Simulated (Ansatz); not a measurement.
Series SiH3X: vertical IE (eV) at several levels, gas phase, relaxed structures; Ansatz. Core potentials for I in the def2 sets, no spin–orbit coupling. A dash marks a value that wasn't run or was left out as unsound. The structures are stationary points that may keep the symmetry of their start. Correlated methods freeze inner cores and use unrestricted references for open shells. Remarks come from the PBE and PBE0 runs and from stability tests at other levels; not every state was tested. HOMO above LUMO (over both spins in singlets and doublets, within one spin in higher multiplets; at PBE or PBE0), or a gap under 0.15 eV within one spin, warns that the state may not be the lowest or that an electron is smeared out.

```json
{"species": "SiIH3 (SiH3I)", "state": "singlet to doublet", "geometry": "r2SCAN-D4/def2-TZVP", "PBE-D4/def2-TZVP": "9.83", "r2SCAN-D4/def2-TZVP": "9.94", "PBE0-D4/def2-TZVP": "9.98", "CCSD(T)/def2-TZVPP": "9.98", "remarks": "gap within one spin near zero at PBE or PBE0 (+1 doublet)"}
{"species": "SiClH3 (SiH3Cl)", "state": "singlet to doublet", "geometry": "r2SCAN-D4/def2-TZVP", "PBE-D4/def2-TZVP": "–", "r2SCAN-D4/def2-TZVP": "11.33", "PBE0-D4/def2-TZVP": "11.47", "CCSD(T)/def2-TZVPP": "11.71", "remarks": "gap within one spin near zero at PBE or PBE0 (+1 doublet), HOMO above LUMO (+1 doublet)"}
{"species": "SiFH3 (SiH3F)", "state": "singlet to doublet", "geometry": "PBE0-D4/def2-TZVP", "PBE-D4/def2-TZVP": "–", "r2SCAN-D4/def2-TZVP": "12.28", "PBE0-D4/def2-TZVP": "12.47", "CCSD(T)/def2-TZVPP": "12.81", "remarks": "gap within one spin near zero at PBE or PBE0 (+1 doublet), HOMO above LUMO (+1 doublet)"}
{"species": "SiBrH3 (SiH3Br)", "state": "singlet to doublet", "geometry": "PBE-D4/def2-TZVP", "PBE-D4/def2-TZVP": "–", "r2SCAN-D4/def2-TZVP": "10.79", "PBE0-D4/def2-TZVP": "10.85", "CCSD(T)/def2-TZVPP": "10.96", "remarks": "gap within one spin near zero at PBE or PBE0 (+1 doublet), HOMO above LUMO (+1 doublet)"}
{"species": "Si(SH)H3 (SiH4S)", "state": "singlet to doublet", "geometry": "PBE-D4/def2-TZVP", "PBE-D4/def2-TZVP": "9.71", "r2SCAN-D4/def2-TZVP": "9.78", "PBE0-D4/def2-TZVP": "9.84", "CCSD(T)/def2-TZVPP": "9.91", "remarks": "–"}
{"species": "Si(OH)H3 (SiOH4)", "state": "singlet to doublet", "geometry": "r2SCAN-D4/def2-TZVP", "PBE-D4/def2-TZVP": "10.92", "r2SCAN-D4/def2-TZVP": "11.07", "PBE0-D4/def2-TZVP": "11.25", "CCSD(T)/def2-TZVPP": "11.65", "remarks": "–"}
{"species": "Si(CN)H3 (CH3NSi)", "state": "singlet to doublet", "geometry": "PBE0-D4/def2-TZVP", "PBE-D4/def2-TZVP": "–", "r2SCAN-D4/def2-TZVP": "12.04", "PBE0-D4/def2-TZVP": "12.22", "CCSD(T)/def2-TZVPP": "12.70", "remarks": "gap within one spin near zero at PBE or PBE0 (+1 doublet), HOMO above LUMO (+1 doublet)"}
{"species": "Si(CCH)H3 (C2H4Si)", "state": "singlet to doublet", "geometry": "PBE0-D4/def2-TZVP", "PBE-D4/def2-TZVP": "10.45", "r2SCAN-D4/def2-TZVP": "10.48", "PBE0-D4/def2-TZVP": "10.62", "CCSD(T)/def2-TZVPP": "10.94", "remarks": "gap within one spin near zero at PBE or PBE0 (+1 doublet)"}
{"species": "Si(NCS)H3 (CH3NSSi)", "state": "singlet to doublet", "geometry": "PBE-D4/def2-SVP", "PBE-D4/def2-TZVP": "9.48", "r2SCAN-D4/def2-TZVP": "9.56", "PBE0-D4/def2-TZVP": "9.62", "CCSD(T)/def2-TZVPP": "9.61", "remarks": "–"}
{"species": "Si(NH2)H3 (SiNH5)", "state": "singlet to doublet", "geometry": "PBE0-D4/def2-TZVP", "PBE-D4/def2-TZVP": "9.66", "r2SCAN-D4/def2-TZVP": "9.69", "PBE0-D4/def2-TZVP": "9.82", "CCSD(T)/def2-TZVPP": "10.02", "remarks": "–"}
{"species": "Si(NCO)H3 (CH3NOSi)", "state": "singlet to doublet", "geometry": "r2SCAN-D4/def2-TZVP", "PBE-D4/def2-TZVP": "10.60", "r2SCAN-D4/def2-TZVP": "10.74", "PBE0-D4/def2-TZVP": "10.93", "CCSD(T)/def2-TZVPP": "11.16", "remarks": "gap within one spin near zero at PBE or PBE0 (+1 doublet)"}
{"species": "Si(SiH3)H3 (Si2H6)", "state": "singlet to doublet", "geometry": "PBE-D4/def2-TZVP", "PBE-D4/def2-TZVP": "10.38", "r2SCAN-D4/def2-TZVP": "10.46", "PBE0-D4/def2-TZVP": "10.52", "CCSD(T)/def2-TZVPP": "10.62", "remarks": "–"}
{"species": "Si(GeH3)H3 (SiGeH6)", "state": "singlet to doublet", "geometry": "PBE0-D4/def2-TZVP", "PBE-D4/def2-TZVP": "10.27", "r2SCAN-D4/def2-TZVP": "10.35", "PBE0-D4/def2-TZVP": "10.41", "CCSD(T)/def2-TZVPP": "10.52", "remarks": "–"}
{"species": "SiMeH3 (CH6Si)", "state": "singlet to doublet", "geometry": "r2SCAN-D4/def2-TZVP", "PBE-D4/def2-TZVP": "11.28", "r2SCAN-D4/def2-TZVP": "11.47", "PBE0-D4/def2-TZVP": "11.57", "CCSD(T)/def2-TZVPP": "11.73", "remarks": "gap within one spin near zero at PBE or PBE0 (+1 doublet)"}
```

Over the 10 species that have every level, the mean is 10.26 at PBE-D4/def2-TZVP, 10.35 at r2SCAN-D4/def2-TZVP, 10.46 at PBE0-D4/def2-TZVP, 10.61 at CCSD(T)/def2-TZVPP. The mean absolute difference from CCSD(T)/def2-TZVPP, which is a yardstick and not exact, is 0.36 for PBE-D4/def2-TZVP, 0.26 for r2SCAN-D4/def2-TZVP, 0.16 for PBE0-D4/def2-TZVP (levels in sets of like size).
